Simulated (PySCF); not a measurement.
Al(Me)(SH)2 (CH5AlS2), SMILES [CH3][Al]([SH])[SH]. Atoms are numbered in the order given.

```xyz
9

Al     0.3588    -0.0689    -0.0240
C      2.2560    -0.4820    -0.1577
H      2.3989    -1.5620    -0.3360
H      2.7945    -0.2295     0.7703
H      2.7349     0.0554    -0.9921
S     -0.6487    -0.2435     1.9229
H     -1.8809     0.0960     1.4789
S     -0.7449     0.5414    -1.8253
H     -1.9504     0.6623    -1.2229
```
Charge 0, spin multiplicity 1.

Geometry optimised at B3LYP-D3(BJ)/def2-SVP. The structure was generated by enumeration; whether it is a known compound was not checked. Other conformers were not sampled.

Two levels are set side by side: PBE/pcSseg-1 (PySCF) and PBE0/pcSseg-1 (PySCF). GIAO shifts against H2S (³³S), TMS (¹H), TMS (¹³C) at the same level; non-relativistic, no solvent, atoms listed together averaged. Differences are taken from unrounded values.

```
quantity                   PBE0
-------------------------  ----
δ(¹³C) of C2 (ppm)         -7.6
δ(¹H) of H3, H4, H5 (ppm)  0.28
δ(³³S) of S6, S8 (ppm)     40.6
δ(¹H) of H7, H9 (ppm)      1.07
```

### Question
What does PBE give, and how far is it from PBE0? (Estimate from the structure and the level; the computed values follow.)

### Answer

| quantity | PBE | PBE minus PBE0 |
|---|---|---|
| δ(¹³C) of C2 (ppm) | -7.7 | -0.1 |
| δ(¹H) of H3, H4, H5 (ppm) | 0.28 | 0.00 |
| δ(³³S) of S6, S8 (ppm) | 62.4 | 21.8 |
| δ(¹H) of H7, H9 (ppm) | 1.04 | -0.03 |

Rough cost on one machine, each run with all the roots and properties that it gave: PBE0 against PBE within a factor of 2.
